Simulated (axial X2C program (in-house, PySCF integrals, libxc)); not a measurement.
## Potential curves of TeN, with spin–orbit coupling

All values were computed with an in-house relativistic program for diatomic molecules. Two-component (2c) means X2C with spin–orbit coupling and atomic mean-field two-electron Coulomb and Gaunt terms. Basis: Te dyall-cv3z [11s12p8d4f1g], N dyall-av3z [7s7p3d2f] (cores contracted in-house); Gaussian nuclei, density fitting, unrestricted open shells. Masses: Te 129.906 u, N 14.003 u.

State: Ω = 1/2 (⟨Sz⟩ = -0.50, ⟨Lz⟩ = 1.00 at HF). Energies in kJ/mol from the fragments at the same level (Te + N). Fits are polynomials in 1 − R0/R over 0.85 to 1.23 times the lowest point R0.

| R (Å) | CCSD(T) | CCSD |
| --- | --- | --- |
| 1.7035 | -171.21 | -141.39 |
| 1.7597 | -201.74 | -171.96 |
| 1.8158 | -216.33 | -187.14 |
| 1.8720 | -219.43 | -191.38 |
| 1.9375 | -213.23 | -187.00 |
| 2.0030 | -200.55 | -176.32 |
| 2.0873 | -179.16 | -157.35 |

Correlated methods: 11 electrons correlated (number of frozen shells: Te 4 s, 3 p, 2 d; N 1 s), 247 virtual spin orbitals or spinors in MP2, 90 natural virtuals in coupled cluster.

The state is one determinant whose occupation by symmetry is held fixed; it was picked as the lowest of a PBE0 search that is not exhaustive. Dissociation energies refer to the lowest single-determinant-based atoms at the same level and basis. CCSD and (T) use frozen natural virtuals with an MP2 correction for the truncation; (T) itself is uncorrected, so its De runs slightly low. The determinant is spin-polarised beyond a pure state at some levels (its spin-free form has ⟨S²⟩ too high), which makes Re and μ there less reliable. The T1 diagnostic is large, a sign of multireference character. With the outer-core shells frozen, correlated bond lengths of heavy atoms tend to come out a few hundredths of an ångström too long. Coupled cluster ran on the points near the minimum only. MP2 and coupled cluster on one determinant become unreliable at the stretched end.

Task: Fit the CCSD(T) curve near its minimum: give the equilibrium distance, the harmonic wavenumber and the well depth.

Result: At CCSD(T), 2c: Re = 1.862 Å, ωe ≈ 771 cm⁻¹, De = 2.28 eV to Te + N; Be follows as 0.385 cm⁻¹.

Task: Fit the CCSD curve near its minimum: give the equilibrium distance, the harmonic wavenumber and the well depth.

Result: At CCSD, 2c: Re = 1.872 Å, ωe ≈ 726 cm⁻¹, De = 1.98 eV to Te + N; Be follows as 0.381 cm⁻¹.
